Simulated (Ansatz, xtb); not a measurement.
**Ranking isomers of C6H7FO**

3 gas-phase structures of C6H7FO, from a drawn sample of its isomers (lower ones may exist). Each was relaxed with GFN2-xTB; where two conformers were screened, the lower at r2SCAN-D4/def2-SVP is listed:

A. `C/C(O)=C/C1(F)C=C1`, a singlet
B. `CC(=O)CC1(F)C=C1`, a singlet
C. `C=C(O)CC1(F)C=C1`, a singlet

Question: Make a reasoned guess at their ranking by r2SCAN-D4/def2-SVP single-point energy.

Answer: Calculated order at r2SCAN-D4/def2-SVP: B (0.000), A (0.260), C (0.519) eV.

Energies above the lowest of each column, in eV; the last columns are at PBE0-D3(BJ)/def2-SVP geometries:

```json
{"structure": "B", "GFN2-xTB": "0.000", "HF/STO-3G": "0.000", "r2SCAN-D4/def2-SVP": "0.000", "PBE0-D3(BJ)/def2-SVP": "0.000", "CCSD(T)/def2-SVP + ΔMP2/def2-TZVPP": "0.000"}
{"structure": "A", "GFN2-xTB": "0.210", "HF/STO-3G": "0.571", "r2SCAN-D4/def2-SVP": "0.260", "PBE0-D3(BJ)/def2-SVP": "0.241", "CCSD(T)/def2-SVP + ΔMP2/def2-TZVPP": "0.293"}
{"structure": "C", "GFN2-xTB": "0.463", "HF/STO-3G": "0.890", "r2SCAN-D4/def2-SVP": "0.519", "PBE0-D3(BJ)/def2-SVP": "0.474", "CCSD(T)/def2-SVP + ΔMP2/def2-TZVPP": "0.446"}
```

Every level run on B puts it lowest or level with the lowest. Flexible structures stand in one conformer each, not always the lowest. ΔMP2 is the change of the MP2 energy from the smaller to the larger basis.

Programs: Ansatz 0.2.0, xtb 6.7.1.
